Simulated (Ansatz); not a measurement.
Geometry optimisation, Ansatz 0.2.0, DFT PBE-D3(BJ), scalar-relativistic, plane waves, PAW.

Input file:

```yaml
crystal:
  lattice:
    - [-2.29, -3.966396, 0.0]
    - [3.435, -1.983198, 0.0]
    - [0.0, 0.0, 7.17686]
  atoms:
    - { symbol: Be, position: [0.75, 0.5, 0.0] }
    - { symbol: Be, position: [0.5, 0.3333333, 0.25] }
    - { symbol: Be, position: [0.75, 0.5, 0.5] }
    - { symbol: Be, position: [0.5, 0.3333333, 0.75] }
    - { symbol: Be, position: [0.5, 0.0, 0.0] }
    - { symbol: Be, position: [0.25, 0.8333333, 0.25] }
    - { symbol: Be, position: [0.5, 0.0, 0.5] }
    - { symbol: Be, position: [0.25, 0.8333333, 0.75] }
    - { symbol: Be, position: [0.25, 0.5, 0.0] }
    - { symbol: Be, position: [0.0, 0.3333333, 0.25] }
    - { symbol: Be, position: [0.25, 0.5, 0.5] }
    - { symbol: Be, position: [0.0, 0.3333333, 0.75] }
    - { symbol: Be, position: [0.0, 0.0, 0.0] }
    - { symbol: Be, position: [0.75, 0.8333333, 0.25] }
    - { symbol: Be, position: [0.0, 0.0, 0.5] }
    - { symbol: Be, position: [0.75, 0.8333333, 0.75] }
    - { symbol: "N", position: [0.4910769, 0.6741044, 0.6295877] }
basis:
  ecutwfc: 420.0
kpoints:
  mp_grid: { grid: [5, 5, 3] }
hamiltonian:
  xc: pbe
  dispersion: d3bj
scf:
  occupations: { method: fermi_dirac, width: 0.05 }
  lower_state_search: "off"
relax:
  f_tol: 0.03
  max_steps: 60
  adjacent_minimum: "off"
```

Command:

```bash
$ ansatz run input.yaml --threads 1 --pin off --max-ram 3072MiB --backend cpu --events-out ev --progress --plain --runs-dir out
```

Q: Where does it end, and by what steps?

A: The forces met the threshold. Limits of this set-up: coarse k mesh, odd electron count without spin. After 5 steps the energy has fallen by 0.553 eV; Be15 moved furthest, 0.15 Å.

```csv
step,energy less start (eV),largest force component (eV/Å),accepted
0,0.0000,1.522,yes
1,-0.4033,0.849,yes
2,-0.5441,0.185,yes
3,-0.5433,0.173,no
4,-0.5524,0.054,yes
5,-0.5531,0.006,yes
```

```xyz
17
Lattice="-2.2900 -3.9664 0.0000 3.4350 -1.9832 0.0000 0.0000 0.0000 7.1769" Properties=species:S:1:pos:R:3
Be -0.011 -3.967 0.036
Be 0.007 -2.646 1.745
Be -0.014 -4.016 3.541
Be 0.038 -2.663 5.483
Be -1.147 -1.979 0.053
Be 2.306 -2.641 1.762
Be -1.177 -1.962 3.491
Be 2.310 -2.592 5.435
Be 1.142 -1.970 0.036
Be 1.164 -0.669 1.747
Be 1.184 -1.942 3.541
Be 1.028 -0.591 5.452
Be -0.014 0.011 0.051
Be 1.153 -4.639 1.762
Be 0.122 -0.068 3.523
Be 1.112 -4.667 5.434
N 1.148 -3.304 4.488
```

Run time: 69 s on 1 thread of Arm Neoverse V1, with other jobs on the host, peak memory 0.41 GiB.
